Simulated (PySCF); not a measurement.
The geometry has D3h symmetry (within 0.05 Å) and had no frequency check at the DFT level, so a distortion to lower symmetry isn't ruled out.

B3LYP has the VWN-RPA correlation part, as in Gaussian. Delta-SCF ions had no search for a lower state. Excitations are Tamm–Dancoff values on a coarser integration grid. The basis has no diffuse functions, so Rydberg states are missing or too high.

CN6-CP (hexacyanotrimethylenecyclopropane) `N#CC(C#N)=C1C(=C(C#N)C#N)C1=C(C#N)C#N` (charge 0, multiplicity 1)

These are B3LYP-D3(BJ)/def2-SVP in PySCF 2.14.0 values and carry that method's errors.

- HOMO: -8.87 eV
- dipole moment: 0.00 D
- LUMO: -6.10 eV
- HOMO–LUMO gap: 2.77 eV
- S1 excitation (TDA): 3.31 eV
- S1 oscillator strength: 0.700
- brightest of the four lowest singlets (TDA): 3.31 eV
- T1 excitation (TDA): 1.44 eV
- S1–T1 gap (TDA): 1.86 eV
- vertical electron affinity (Delta-SCF): 4.55 eV
- adiabatic electron affinity (no zero-point term): 4.61 eV
- electron reorganisation energy (four-point): 10.1 kJ/mol
- total energy: -784.9772 Ha
- cost: roughly 14 core-minutes

```xyz
18

N     -0.4763    -3.8850    -1.3906
C      0.1232    -2.9012    -1.2462
C      0.8660    -1.6927    -1.0712
C      2.1838    -1.6116    -1.6183
N      3.2541    -1.5502    -2.0644
C      0.3247    -0.6346    -0.4017
C     -0.7561    -0.0542     0.3081
C     -2.0169    -0.1446     0.8212
C     -2.5962     0.9541     1.5282
N     -3.0709     1.8442     2.1032
C     -2.7825    -1.3414     0.6660
N     -3.4084    -2.3115     0.5421
C      0.4317     0.6888     0.0941
C      1.1513     1.8371     0.2508
C      2.4729     1.9470    -0.2819
N      3.5469     2.0409    -0.7131
C      0.5988     2.9531     0.9523
N      0.1542     3.8622     1.5214
```
Charge 0, spin multiplicity 1.
